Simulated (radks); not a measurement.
Spherical quantum dot in the effective-mass picture: electrons in a hard-walled sphere of radius 3.84, all in effective atomic units (hartree* = m*/eps^2 hartree, bohr* = eps/m* bohr), one dielectric constant everywhere. Method: non-relativistic Kohn-Sham, exchange-only LDA, spin-polarised, spherical densities; computed with a radial shooting solver with Libxc functionals. Levels are named by radial order and angular momentum (1s, 1p, 1d, 2s, ...), and open shells are averaged over m. Results are scaled to m* = 0.036 and eps = 16.1, for which hartree* = 3.779 meV and bohr* = 23.67 nm.

N = 19, configuration 1s2 1p6 1d10 1f(up 1, down 0). This is the lowest configuration that the search found. Occupied and some empty levels:

level,occupation,eigenvalue (meV),<r> (nm)
1s up,1,25.266,60.33
1s down,1,25.323,60.19
1p up,3,25.962,63.00
1p down,3,26.023,62.93
1d up,5,27.144,65.20
1d down,5,27.209,65.16
1f up,1,28.750,67.01
1f down,0,28.817,66.98
2s up,0,29.712,40.84
2s down,0,29.733,40.85
1g up,0,30.744,68.52
1g down,0,30.812,68.51
2p up,0,31.960,47.60
2p down,0,31.989,47.59
2d up,0,34.614,51.92
2d down,0,34.650,51.89

Energy (meV): total 283.786, kinetic 77.503, external 0, Hartree 231.77, exchange-correlation -25.489.

Electron density:

r (nm),n(r) (e/nm^3)
2.61,4.466e-07
7.13,5.028e-07
11.7,6.230e-07
16.2,8.300e-07
20.7,1.157e-06
25.2,1.646e-06
29.7,2.340e-06
34.3,3.282e-06
38.8,4.498e-06
43.3,5.977e-06
47.8,7.648e-06
52.3,9.347e-06
56.9,0.00001080
61.4,0.00001166
65.9,0.00001152
70.4,0.00001016
75.0,7.661e-06
79.5,4.572e-06
84.0,1.787e-06
88.5,2.092e-07
